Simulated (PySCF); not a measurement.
Planning a geometry optimisation on `C1OCO[Si@H]1C#C`.

Method: B3LYP/6-31+G* geometry optimisation, gas phase (PySCF 2.14.0). Work: geometry optimisation from a GFN2-xTB start, density fitting. A driver script takes a list of jobs; this job's settings line and coordinates (Å) are shown.

Input:
```
{"job": {"xc": "B3LYP", "basis": "6-31+G*", "grid": 1, "kind": "geom"}, "charge": 0, "multiplicity": 1}
C      3.113741     0.022045     0.640950
C      2.057582    -0.161545     0.096778
Si     0.442111    -0.430964    -0.762031
C     -0.919022    -0.981878     0.472994
O     -1.991057    -0.109833     0.115979
C     -1.490856     1.124055    -0.274021
O     -0.337167     0.986164    -1.045565
H      4.036291     0.183565     1.120830
H      0.527679    -1.180162    -2.006186
H     -0.636992    -0.824199     1.522353
H     -1.297100    -1.995732     0.366175
H     -2.263643     1.619870    -0.869767
H     -1.245956     1.749100     0.603783
```

Hardware: Arm Neoverse N1, one thread, no GPU, on a shared host. PySCF's memory limit was set to 1040 MB.

Q: How large is the basis?

A: 142 functions.

Q: What wall time should be expected on this hardware?

A: About 72 s. The run took 7 energy-and-gradient evaluations and 50 SCF cycles, 10 s an evaluation on average.

Q: Estimate the peak memory.

A: About 0.66 GiB. Peak memory is the resident size of the whole Python process, interpreter and libraries included.

Q: At this speed, how long would 100 such jobs take on 32 cores, one job a core?

A: 100/32 gives 4 rounds of 72 s, about 4.8 min of wall time and 2 core-hours, if the jobs don't slow each other.

The output:
```
step   0  E = -595.93583035  max force = 0.031033
step   1  E = -595.93940831  max force = 0.006268
step   2  E = -595.94005997  max force = 0.003958
step   3  E = -595.94023372  max force = 0.001532
step   4  E = -595.94026935  max force = 0.001083
step   5  E = -595.94031556  max force = 0.000566
step   6  E = -595.94032322  max force = 0.000312
optimisation converged
```

Energies in Eh; «max force» is the largest Cartesian gradient component in Eh/bohr.

Times come from a shared host and carry two figures at best.

The run converged: final energy -595.94032 Eh after 6 steps; dipole 2.04 D.
